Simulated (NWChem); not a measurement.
# CH₄BeOS; SMILES C[S][Be][OH]

```xyz
8

Be     0.1712    -1.0966    -0.1324
O     -0.2408    -2.4536    -0.1966
H     -0.3364    -3.0686     0.5362
S      0.7630     0.7185    -0.0716
C     -0.8444     1.6419     0.0194
H     -1.4549     1.4684    -0.8691
H     -0.5917     2.7032     0.0686
H     -1.4090     1.3750     0.9152
```
Atoms are numbered in this order, from 1.

Level: B3LYP/6-31G* (spherical d) (NWChem), optimised geometry, unscaled harmonic frequencies. B3LYP is NWChem's, with the RPA form of VWN correlation.

Problem. List the harmonic frequencies with IR intensities, and the thermochemistry.

Solution. 
```json
[
 {"frequency (cm⁻¹)": "70", "IR intensity (km/mol)": "0.6"},
 {"frequency (cm⁻¹)": "105", "IR intensity (km/mol)": "2.3"},
 {"frequency (cm⁻¹)": "212", "IR intensity (km/mol)": "119.1"},
 {"frequency (cm⁻¹)": "252", "IR intensity (km/mol)": "43.8"},
 {"frequency (cm⁻¹)": "356", "IR intensity (km/mol)": "45.4"},
 {"frequency (cm⁻¹)": "495", "IR intensity (km/mol)": "1.6"},
 {"frequency (cm⁻¹)": "518", "IR intensity (km/mol)": "255.8"},
 {"frequency (cm⁻¹)": "687", "IR intensity (km/mol)": "7.3"},
 {"frequency (cm⁻¹)": "982", "IR intensity (km/mol)": "6.8"},
 {"frequency (cm⁻¹)": "998", "IR intensity (km/mol)": "6.8"},
 {"frequency (cm⁻¹)": "1366", "IR intensity (km/mol)": "308.3"},
 {"frequency (cm⁻¹)": "1395", "IR intensity (km/mol)": "34.2"},
 {"frequency (cm⁻¹)": "1513", "IR intensity (km/mol)": "6.3"},
 {"frequency (cm⁻¹)": "1517", "IR intensity (km/mol)": "5.5"},
 {"frequency (cm⁻¹)": "3077", "IR intensity (km/mol)": "28.7"},
 {"frequency (cm⁻¹)": "3163", "IR intensity (km/mol)": "8.9"},
 {"frequency (cm⁻¹)": "3165", "IR intensity (km/mol)": "6.1"},
 {"frequency (cm⁻¹)": "3886", "IR intensity (km/mol)": "112.4"}
]
```

zero-point energy: 33.9 kcal/mol
thermal correction to the enthalpy at 298.15 K (with zero-point energy): 38.5 kcal/mol
heat capacity Cv: 19.5 cal/(mol K)
entropy at 298.15 K and 1 atm (symmetry number 1): 78.6 cal/(mol K)
dipole moment: 2.22 D

Rigid rotor and harmonic oscillator; modes under 100 cm⁻¹ make the entropy uncertain.
